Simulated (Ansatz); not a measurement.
Gas-phase electronic energies from Ansatz, PBE0-D4/def2-TZVP geometries. CBS: MP2 limit from def2 TZ/QZ plus the TZ coupled-cluster correction, frozen cores. This one scheme is used for every species. DFT in def2-TZVPP. B3LYP here is the variant with VWN-RPA as its local correlation; programs differ in this. HSE06 is defined as in plane-wave codes. For Se outer-core shells are correlated without core-valence functions, which leaves a few kJ/mol of doubt a bond. Scalar relativity is left out up to krypton. Each species was taken in one conformer, which may not be the lowest.

Consider the ligand exchange at the Si–C bond: `OC[SiH2]CCl` + H₂Se → `OC[SiH2][SeH]` + `CCl`.

| level | ΔE (kJ/mol) | difference from CCSD(T)/CBS |
| --- | --- | --- |
| LDA (SPW92) | -55.6 | 13.6 |
| PBE-D4 | -64.6 | 4.6 |
| revPBE-D4 | -64.0 | 5.2 |
| BLYP-D4 | -61.5 | 7.7 |
| r2SCAN-D4 | -67.0 | 2.2 |
| B97M-V | -64.3 | 4.9 |
| PBE0-D4 | -68.9 | 0.3 |
| B3LYP-D4 | -65.5 | 3.7 |
| r2SCANh-D4 | -68.4 | 0.8 |
| r2SCAN0-D4 | -70.4 | -1.2 |
| HSE06-D4 | -69.3 | -0.1 |
| CAM-B3LYP-D4 | -63.8 | 5.4 |
| ωB97X-V | -66.0 | 3.2 |
| ωB97M-V | -64.8 | 4.4 |
| PBE | -67.2 | 2.0 |
| revPBE | -71.8 | -2.6 |
| r2SCAN | -67.9 | 1.3 |
| PBE0 | -71.2 | -2.0 |
| B3LYP | -69.4 | -0.2 |
| r2SCANh | -69.3 | -0.1 |
| r2SCAN0 | -71.3 | -2.1 |
| HSE06 | -71.3 | -2.1 |
| BHLYP | -72.2 | -3.0 |
| CAM-B3LYP | -66.0 | 3.2 |
| LC-ωPBE | -69.5 | -0.3 |
| RPA@PBE/def2-TZVPP | -62.3 | 6.9 |
| HF/def2-SVP | -70.6 | -1.4 |
| MP2/def2-SVP | -60.4 | 8.8 |
| CCSD(T)/def2-SVP | -55.4 | 13.8 |
| HF/def2-TZVPP | -80.2 | -11.0 |
| MP2/def2-TZVPP | -70.2 | -1.0 |
| SCS-MP2/def2-TZVPP | -70.0 | -0.8 |
| CCSD/def2-TZVPP | -67.5 | 1.7 |
| CCSD(T)/def2-TZVPP | -65.4 | 3.8 |
| HF/def2-QZVPP | -80.3 | -11.1 |
| MP2/def2-QZVPP | -72.5 | -3.3 |
| SCS-MP2/def2-QZVPP | -72.0 | -2.8 |
| HF/CBS(def2) | -80.3 | -11.1 |
| MP2/CBS(def2) | -74.1 | -4.9 |
| CCSD/CBS(def2) | -71.3 | -2.1 |
| CCSD(T)/CBS | -69.2 | 0 |

Largest T1 diagnostic among the species: 0.010.

From BLYP to BHLYP (50 % exact exchange), in def2-TZVPP and without D4, ΔE moves by −5.2 kJ/mol. The D4 term adds +3.9 kJ/mol with B3LYP and +2.2 kJ/mol with PBE0; it sums over pairs of atoms, weighted by their polarisabilities, and B3LYP, whose exchange is more repulsive, gets the larger term.
